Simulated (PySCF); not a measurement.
## C₆ coefficients of unlike pairs at PBE0

Calculated with PySCF 2.14 from the dipole response of each species, C₆(A,B) = (3/π) ∫ α_A(iu) α_B(iu) du, in atomic units, from isotropic polarisabilities. For ions this is the dispersion term alone; charge-induced terms of lower order in 1/R come first.

```tsv
species	configuration	basis	relativity	α (bohr³)	C₆ (like pair)
Te	[Kr] 4d10 5s2 5p4 (3P)	aug-cc-pVTZ-PP with ECP28MDF (6s5p4d2f)	core potential	39.43	427.6
Fe(3+)	[Ar] 3d5 (6S)	aug-cc-pVQZ-DK (9s8p6d4f3g2h)	spin-free X2C	1.854	4.541
Se	[Ar] 3d10 4s2 4p4 (3P)	aug-cc-pVQZ-PP with one added diffuse shell each of s, p, d, f, g type with ECP10MDF (8s7p6d4f3g)	core potential	26.79	222.5
C	[He] 2s2 2p2 (3P)	def2-QZVPPD (8s4p4d2f1g)	none	12.58	50.21
```

Problem. Estimate C₆ for C with Te.

Solution. The integral gives 146.1. The combination rule 2 C_A C_B / (C_A α_B/α_A + C_B α_A/α_B) gives 146.1 and the geometric mean 146.5.

No spin-orbit coupling is included.

The other pairs:

```
      pair     C₆
 C, Fe(3+)  12.21
    Se, Te  307.9
Se, Fe(3+)  25.51
     C, Se  105.7
Fe(3+), Te  34.27
```
